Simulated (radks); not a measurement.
Species: Ag II. Configuration: [Kr] 4d8 5p2 (not the ground configuration).

Method: scalar-relativistic Kohn-Sham, LDA (Slater exchange, Perdew-Wang correlation), spin-polarised, spherical densities, finite nucleus; open shells are filled with parallel spins first (spin-orbit coupling, left out, can overturn this in heavy ions); Fermi nuclear charge, rms radius 4.5454 fm; computed with a radial shooting solver on a logarithmic mesh with Libxc functionals.

Energy parts (eV):
part                       energy
total                 -144488.660
kinetic                150063.802
electron-nucleus      -348486.299
Hartree                 57834.864
exchange-correlation    -3901.027

Orbitals (lengths in bohr, moments of r in powers of bohr):
orbital  occ.  eigenvalue (eV)      <r>
1s up       1        -25318.45  0.03114
1s down     1        -25318.40  0.03114
2s up       1        -3746.989   0.1351
2s down     1        -3746.575   0.1351
2p up       3        -3365.411   0.1177
2p down     3        -3365.067   0.1177
3s up       1        -703.6317   0.3692
3s down     1        -703.3177   0.3692
3p up       3        -578.3136   0.3681
3p down     3        -577.9731   0.3680
3d up       5        -380.0837   0.3460
3d down     5        -379.6499   0.3459
4s up       1        -115.9764   0.9057
4s down     1        -114.4055   0.9049
4p up       3         -79.2377   0.9878
4p down     3         -77.6263   0.9868
4d up       5         -26.5622    1.277
4d down     3         -24.8670    1.273
5p up       2         -10.4530    3.100
5p down     0          -8.7527    3.223

The highest occupied level is 5p up at -10.453 eV. Spin moment in Bohr magnetons: 4. The spin density at the nucleus is -1.6302 e/bohr^3 (1s -0.1964, 2s -0.6184, 3s -0.0396, 4s -0.7759). The density falls to 0.001 e/bohr^3 at r = 4.51 bohr. The electron density at the nucleus is 1.487e+05 e/bohr^3 (large components only).
